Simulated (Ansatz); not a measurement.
H3NbO4, SMILES `[O]=[Nb]([OH])([OH])[OH]`, one more setting.

```yaml
crystal:
  periodic: [false, false, false]
  atoms:
    - {symbol: O, position_ang: [-1.442228, 0.228067, 1.003646]}
    - {symbol: Nb, position_ang: [-0.091905, 0.026249, 0.114014]}
    - {symbol: O, position_ang: [1.541189, 0.186112, 1.134262]}
    - {symbol: O, position_ang: [-0.077612, 1.212143, -1.357565]}
    - {symbol: O, position_ang: [0.035364, -1.877871, -0.586793]}
    - {symbol: H, position_ang: [1.404310, 0.610210, 1.884699]}
    - {symbol: H, position_ang: [-0.645693, 1.770311, -1.677104]}
    - {symbol: H, position_ang: [-0.771582, -2.288669, -0.419145]}
basis:
  gaussian: {orbitals: def2-TZVP}
hamiltonian: {xc: {name: LC-wPBE}}
output: {forces: true}
```

```sh
$ ansatz run in.yaml --threads 4 --pin off --events-out ev --progress --plain --max-ram 10444MiB
```

Output, abridged:

```
Functional definition: LC-wPBE
1054 factors; their error is unknown
344 factors; integrals over basis functions are off by at most 1.9e-5 eV
mean field evaluation 1: about -9772.0413 eV, gradient 1.1e2 eV
mean field evaluation 2: about -9724.6776 eV, gradient 2.1e2 eV
mean field evaluation 4: about -9791.5423 eV, gradient 1.4e1 eV
mean field evaluation 8: about -9791.8354 eV, gradient 6.3e-2 eV
mean field evaluation 16: about -9791.8183 eV, gradient 2.8e-4 eV
mean field -9791.81834329 eV, -359.8426869829 hartree, gradient 1.2e-5 eV, S^2 0.000000; 0 other end points of the search recorded, 0 dependent functions left out
reference -9791.81834330 eV, -359.8426869833 hartree; 24, 24 occupied and 158, 158 virtual orbitals, 1054 factors
Total energy: -9791.81834330 eV, -359.8426869833 hartree
Atom 0 at    -1.442228     0.228067     1.003646 Å, force    -2.835351     0.557362     2.032245 eV/Å
Atom 1 at    -0.091905     0.026249     0.114014 Å, force     4.451676    -3.265580    -3.269263 eV/Å
Atom 2 at     1.541189     0.186112     1.134262 Å, force    -0.319241    -2.504470    -5.539058 eV/Å
Atom 3 at    -0.077612     1.212143    -1.357565 Å, force     4.806324    -4.835110     2.992444 eV/Å
Atom 4 at     0.035364    -1.877871    -0.586793 Å, force     1.369414     3.617987     0.536306 eV/Å
Atom 5 at     1.404310     0.610210     1.884699 Å, force    -0.376553     3.007496     5.877260 eV/Å
Atom 6 at    -0.645693     1.770311    -1.677104 Å, force    -5.005747     5.049544    -2.932605 eV/Å
Atom 7 at    -0.771582    -2.288669    -0.419145 Å, force    -2.090523    -1.627228     0.302671 eV/Å
Dipole moment:    -0.368615     0.379800     0.092315 e Å
```

It took 2 s on 4 threads of an Arm Neoverse V2 on a shared host, with 0.27 GiB of host memory at the peak.
